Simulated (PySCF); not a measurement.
An equivalent PySCF input for Mg³⁺ (magnesium, charge +3), [He] 2s2 2p5, 2P determinant, with scalar relativity by spin-free X2C-1e:

```python
from pyscf import gto, scf, dft, mp, cc
import basis_set_exchange as bse
mol = gto.M(atom="Mg 0 0 0", charge=3, spin=1, symmetry="D2h",
            basis=gto.basis.parse(bse.get_basis("Sapporo-DZP-2012", elements=["Mg"], fmt="nwchem", header=False)),
            nucmod="G")
mf = scf.UHF(mol).sfx2c1e()
mf.irrep_nelec = {'Ag': (2, 2), 'B1u': (1, 1), 'B2u': (1, 1), 'B3u': (1, 0)}
mf.kernel()
```

It reaches the same state as the run whose output follows, and the same energy. The run itself started from symmetry-adapted Hartree-Fock orbitals and held the occupation by maximum overlap, so the iterations belong to that start.

```
SCF conv_tol = 1e-09
number electrons alpha = 5  beta = 4
cycle= 1 E= -196.199444328189  delta_E= -0.00371  |g|= 0.0257  |ddm|= 0.0208
cycle= 2 E= -196.19952386939  delta_E= -7.95e-05  |g|= 0.00384  |ddm|= 0.00318
cycle= 3 E= -196.199525726257  delta_E= -1.86e-06  |g|= 7.94e-05  |ddm|= 0.000597
cycle= 4 E= -196.199525728106  delta_E= -1.85e-09  |g|= 1.63e-05  |ddm|= 2.87e-05
cycle= 5 E= -196.19952572817  delta_E= -6.39e-11  |g|= 1.95e-06  |ddm|= 5.67e-06
converged SCF energy = -196.19952572817  <S^2> = 0.75124101  2S+1 = 2.0012406
```
